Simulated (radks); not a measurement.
The numbers below are computed, except where a source is named.
All-electron atom: the rhenium ion Re13+ in [Kr] 4d10 4f14 5s2 (the NIST ground configuration). Code: a radial shooting solver on a logarithmic mesh with Libxc functionals. Model: Dirac Kohn-Sham, PBE, spin-unpolarised, spherical densities, finite nucleus; Fermi nuclear charge, rms radius 5.3698 fm.

Normalised radial functions P(r) = r R(r) (large component), r in bohr:

```
   r/bohr * 5s1/2 (the largest magnitude, 1.25, reaches the edge; | marks zero)
 0.002218                             |  *
 0.003309                             |   *
 0.004936                             |   *
 0.007364                             |    *
  0.01099                             |   *
  0.01639                             | *
  0.02445                            *|
  0.03648                       *     |
  0.05398                      *      |
  0.08053                            *|
   0.1201                             |       *
   0.1792                             |       *
   0.2674                    *        |
   0.3989               *             |
    0.595                             |         *
   0.8877                             |                          *
    1.324                             |               *
    1.976                             |  *
    2.947                             *
```

5s1/2: eigenvalue -305.41 eV, 4 radial nodes at r = 0.0214, 0.0856, 0.222, 0.517 bohr, <r> = 0.951 bohr, 90 % of the charge inside 1.34 bohr.
